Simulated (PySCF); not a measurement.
Fe(11+) (iron, charge +11) across methods

[Ne] 3s2 3p3, high-spin 4S determinant. Calculation: PySCF 2.14, in an even-tempered Gaussian basis (19 s from 0.69 bohr⁻², ratio 2.5; 12 p from 0.9 bohr⁻², ratio 2.5; 5 d from 5 bohr⁻², ratio 2.7; 4 f from 7.5 bohr⁻², ratio 2.7); scalar relativity by spin-free X2C-1e. The B2PLYP total includes its PT2 part (frozen core); its orbital energies are those of the SCF part.

```csv
method,E (hartree),mean ε 3s α (eV),mean ε 3s β (eV),mean ε 3p α (eV),Σ⟨r²⟩ (bohr²),⟨S²⟩
r2SCAN,-1223.019,-352.81,-340.40,-315.15,3.492,3.750
UHF,-1222.39756,-373.55,-350.62,-328.81,3.499,3.750
LDA,-1220.408,-348.74,-340.48,-313.28,3.493,3.750
TPSSh,-1223.091,-353.26,-341.59,-315.68,3.490,3.750
B2PLYP,-1223.053,-362.33,-346.38,-321.79,3.495,3.750
PBE0,-1222.848,-355.89,-343.40,-317.71,3.491,3.750
```

(1) Estimate the same row for PBE.

Answers

(1) E (hartree) = -1222.798; mean ε 3s α (eV) = -349.60; mean ε 3s β (eV) = -340.28; mean ε 3p α (eV) = -313.61; Σ⟨r²⟩ (bohr²) = 3.490; ⟨S²⟩ = 3.750.
